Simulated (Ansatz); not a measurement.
A structure relaxed at r2SCAN-D4/def2-SVP in Ansatz, charge 1, doublet:

| atom | x (Å) | y (Å) | z (Å) |
| --- | --- | --- | --- |
| Be1 | -0.188 | -0.117 | -0.890 |
| Be2 | -2.200 | 4.134 | -0.427 |
| Be3 | 0.286 | -2.434 | 0.548 |
| Be4 | -0.180 | 2.487 | 0.073 |
| Be5 | 2.104 | -4.159 | -0.318 |
| Se6 | 0.950 | 1.517 | -1.285 |
| Se7 | 1.947 | -3.232 | 1.453 |
| Se8 | -1.406 | 3.560 | 1.321 |
| Se9 | -1.313 | -1.756 | -0.475 |

Give its formula.

the cluster Be5Se4⁺.

Summarise the bond lengths by kind (pairs closer than 1.2 times the sum of covalent radii, bridged metal pairs left out).

8 × Be–Se 2.00 to 2.05 Å.

The gap within one spin of the charge 1 doublet nearly closes, so an electron or hole may be smeared out by delocalisation error. The relaxation made no stability test and no search for a lower SCF solution. Another isomer (doublet) lies 3.81 eV lower at PBE0-D4/def2-TZVP; other spin states weren't run for this one.
